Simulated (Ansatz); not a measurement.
`N=C[SiH2][GeH2][F]`, relaxed with RKS PBE0-D4/def2-TZVP in the Gaussian-basis code of Ansatz from a PBE-D4/def2-SVP geometry. The force threshold is 0.005 eV/Å; the program also tests the step.

Charge 0, multiplicity 1.

Start:

```xyz
11

N     0.171    0.732   -2.112
C    -0.659   -0.124   -1.639
Si   -0.591   -0.979    0.084
Ge    0.563    0.531    1.550
F     1.807    1.222    0.464
H     0.914    0.962   -1.421
H    -1.502   -0.431   -2.307
H    -1.967   -1.296    0.611
H     0.190   -2.265   -0.005
H     1.349   -0.098    2.735
H    -0.275    1.745    2.040
```

How much energy does the relaxation release, and in how many steps? (Best estimate.)

The calculation gave: 5.39 kJ/mol, in 9 steps.

Which bonds change most? (Best estimate.)

Computed: Ge4–F5 from 1.790 to 1.761 Å; C2–Si3 from 1.924 to 1.900 Å; C2–H7 from 1.118 to 1.098 Å; Si3–H9 from 1.507 to 1.488 Å.

Give the relaxed structure. (Best estimate.)

Computed: 
```xyz
11

N     0.115    0.727   -2.120
C    -0.668   -0.146   -1.639
Si   -0.561   -0.962    0.073
Ge    0.580    0.528    1.550
F     1.864    1.207    0.555
H     0.854    0.993   -1.465
H    -1.486   -0.473   -2.294
H    -1.922   -1.249    0.603
H     0.185   -2.246   -0.019
H     1.291   -0.118    2.751
H    -0.252    1.739    2.005
```
